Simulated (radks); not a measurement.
The numbers below are computed, except where a source is named.
Valence configurations of Ti II (all share [Ar]). Code: a radial shooting solver on a logarithmic mesh with Libxc functionals. Model: scalar-relativistic Kohn-Sham, SCAN, spin-polarised, spherical densities, finite nucleus; open shells are filled with parallel spins first; meta-GGA in the generalised Kohn-Sham scheme; Fermi nuclear charge, rms radius 3.5921 fm. Order these by energy: 3d2.5 4s0.5; 3d2 4s0.5 4p0.5; 3d2.5 4p0.5; 3d2 4p1; 3d1 4s1 4p1; 3d3; 3d2 4s1.

Answer. From the lowest, in eV above it: 3d2.5 4s0.5 0.000; 3d3 0.110; 3d2 4s1 0.194; 3d2.5 4p0.5 1.894; 3d2 4s0.5 4p0.5 2.274; 3d2 4p1 4.291; 3d1 4s1 4p1 6.802. NIST lists [Ar] 3d2 4s1 as the ground configuration; this level of theory puts 3d2.5 4s0.5 lower, by 0.194 eV. The energies are those of spherical high-spin densities, not of single terms. No valid solution was reached for [Ar] 3d1 4s1.5 4p0.5; [Ar] 3d1.5 4s1.5; [Ar] 3d1.5 4s1 4p0.5.
